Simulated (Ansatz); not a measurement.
A series at Hf: from hafnium tetrachloride, ligands are replaced one by one, each step taking up H–F and setting free HCl; n counts the steps. Ansatz, PBE0-D4/def2-TZVP geometries.

```json
{"n": "0", "molecule": "`[Cl][Hf]([Cl])([Cl])[Cl]`", "zero-point energy, PBE0-D4/def2-TZVP (kJ/mol)": "12.4"}
{"n": "1", "molecule": "`[F][Hf]([Cl])([Cl])[Cl]`", "zero-point energy, PBE0-D4/def2-TZVP (kJ/mol)": "14.6"}
{"n": "2", "molecule": "`[F][Hf]([F])([Cl])[Cl]`", "zero-point energy, PBE0-D4/def2-TZVP (kJ/mol)": "?"}
{"n": "3", "molecule": "`[F][Hf]([F])([F])[Cl]`", "zero-point energy, PBE0-D4/def2-TZVP (kJ/mol)": "18.7"}
{"n": "4", "molecule": "`[F][Hf]([F])([F])[F]`", "zero-point energy, PBE0-D4/def2-TZVP (kJ/mol)": "20.8"}
```

Problem. By hand: fit a straight line y = ȳ + b (n − n̄) to the 4 given rows and predict n = 2.

Solution. n̄ = 2.000, ȳ = 16.62; Σ(n − n̄)(y − ȳ) = 20.90, Σ(n − n̄)² = 10.000, so b = 2.09 kJ/mol a step. Prediction: 16.62 + (2.09) × (0.000) = 16.6 kJ/mol.

Problem. By hand: compare with the computed value, 16.7 kJ/mol, and give the steps along the whole series.

Solution. The line misses by 0.1 kJ/mol (computed minus predicted). Steps: 2.2, 2.1, 2.0, 2.1 kJ/mol.

The steps differ by at most 0.2 kJ/mol, 10 % of a mean step, so the ligands' effects nearly add and a line is close. The miss is 1.2 % of the series' range.
